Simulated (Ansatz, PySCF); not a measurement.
CH₇NSi₃, SMILES [SiH3][Si@H]1N=C[SiH2]1. Atoms are numbered in the order given.

```xyz
12

Si     2.2038     0.7705     0.0454
Si     0.3728    -0.6813     0.2043
N     -0.8239    -0.0864     1.4316
C     -1.8472     0.2232     0.7162
Si    -1.5116    -0.2409    -1.1234
H      1.7020     2.1559    -0.2067
H      3.0188     0.7607     1.2983
H      3.0683     0.3521    -1.1018
H      0.8134    -2.0870     0.4642
H     -2.7417     0.6667     1.1971
H     -2.3488    -1.3705    -1.6370
H     -1.5489     0.8687    -2.1285
```
Charge 0, spin multiplicity 1.

Geometry optimised at PBE0-D3(BJ)/def2-SVP. The structure was generated by enumeration; whether it is a known compound was not checked.

Two levels are set side by side: PBE-D3(BJ)/def2-SVP (Ansatz, a quantum-chemistry and plane-wave program) and PBE0-D3(BJ)/def2-SVP (Ansatz). Each level has its own optimised geometry; the coordinates shown are those of the second. Frequencies come from the Hessian of PySCF at each geometry. Differences are taken from unrounded values.

```csv
quantity,PBE0-D3(BJ)
mean bond length (Å),1.650
bond Si1–Si2 (Å),2.342
bond Si2–N3 (Å),1.815
bond Si2–Si5 (Å),2.347
bond N3–C4 (Å),1.286
bond C4–Si5 (Å),1.927
bond Si1–H6 (Å),1.495
bond Si1–H7 (Å),1.495
bond Si1–H8 (Å),1.496
bond Si2–H9 (Å),1.496
bond C4–H10 (Å),1.108
bond Si5–H11 (Å),1.497
bond Si5–H12 (Å),1.498
highest harmonic wavenumber (cm⁻¹),3044
mean harmonic wavenumber (cm⁻¹),1041
zero-point energy (kcal/mol),44.63
```

Problem. What does PBE-D3(BJ) give, and how far is it from PBE0-D3(BJ)? (The exact figures need the calculation; the answer reports its results.)

Solution. 
```json
[
 {"quantity": "mean bond length (Å)", "PBE-D3(BJ)": "1.662", "PBE-D3(BJ) minus PBE0-D3(BJ)": "0.012"},
 {"quantity": "bond Si1–Si2 (Å)", "PBE-D3(BJ)": "2.351", "PBE-D3(BJ) minus PBE0-D3(BJ)": "0.009"},
 {"quantity": "bond Si2–N3 (Å)", "PBE-D3(BJ)": "1.834", "PBE-D3(BJ) minus PBE0-D3(BJ)": "0.020"},
 {"quantity": "bond Si2–Si5 (Å)", "PBE-D3(BJ)": "2.362", "PBE-D3(BJ) minus PBE0-D3(BJ)": "0.015"},
 {"quantity": "bond N3–C4 (Å)", "PBE-D3(BJ)": "1.299", "PBE-D3(BJ) minus PBE0-D3(BJ)": "0.012"},
 {"quantity": "bond C4–Si5 (Å)", "PBE-D3(BJ)": "1.939", "PBE-D3(BJ) minus PBE0-D3(BJ)": "0.013"},
 {"quantity": "bond Si1–H6 (Å)", "PBE-D3(BJ)": "1.505", "PBE-D3(BJ) minus PBE0-D3(BJ)": "0.010"},
 {"quantity": "bond Si1–H7 (Å)", "PBE-D3(BJ)": "1.505", "PBE-D3(BJ) minus PBE0-D3(BJ)": "0.011"},
 {"quantity": "bond Si1–H8 (Å)", "PBE-D3(BJ)": "1.506", "PBE-D3(BJ) minus PBE0-D3(BJ)": "0.010"},
 {"quantity": "bond Si2–H9 (Å)", "PBE-D3(BJ)": "1.508", "PBE-D3(BJ) minus PBE0-D3(BJ)": "0.012"},
 {"quantity": "bond C4–H10 (Å)", "PBE-D3(BJ)": "1.118", "PBE-D3(BJ) minus PBE0-D3(BJ)": "0.009"},
 {"quantity": "bond Si5–H11 (Å)", "PBE-D3(BJ)": "1.509", "PBE-D3(BJ) minus PBE0-D3(BJ)": "0.012"},
 {"quantity": "bond Si5–H12 (Å)", "PBE-D3(BJ)": "1.510", "PBE-D3(BJ) minus PBE0-D3(BJ)": "0.012"},
 {"quantity": "highest harmonic wavenumber (cm⁻¹)", "PBE-D3(BJ)": "2937", "PBE-D3(BJ) minus PBE0-D3(BJ)": "-107"},
 {"quantity": "mean harmonic wavenumber (cm⁻¹)", "PBE-D3(BJ)": "1000", "PBE-D3(BJ) minus PBE0-D3(BJ)": "-40"},
 {"quantity": "zero-point energy (kcal/mol)", "PBE-D3(BJ)": "42.90", "PBE-D3(BJ) minus PBE0-D3(BJ)": "-1.73"}
]
```

GGA bonds tend to be longer and softer than those of functionals with exact exchange. Differences between two approximate levels are no errors against the true value.
